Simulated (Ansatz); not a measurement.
GeMeH3 (CH₆Ge). Charge 0, multiplicity 1. Geometry PBE-D4/def2-TZVP, basis def2-TZVP, Ansatz.

| run | HOMO (eV) | LUMO (eV) |
| --- | --- | --- |
| A | -10.26 | 1.66 |
| B | -10.04 | 1.49 |
| C | -7.65 | 0.08 |
| D | -8.03 | 0.20 |
| E | -8.40 | 0.88 |
| F | -7.94 | 0.64 |

**Question.** The runs used B97M-V, BHLYP, CAM-B3LYP, PBE, r2SCAN, r2SCANh. Estimate which is which.

**Answer.** A CAM-B3LYP (range-separated); B BHLYP (50 % exact exchange); C PBE (0 % exact exchange); D B97M-V (0 % exact exchange); E r2SCANh (10 % exact exchange); F r2SCAN (0 % exact exchange). Exact exchange lowers occupied and raises empty levels; among semilocal functionals meta-GGAs tend to open the gap a little, and such runs are hard to tell apart. The gap grows from 7.73 eV (PBE) to 11.92 eV (CAM-B3LYP).
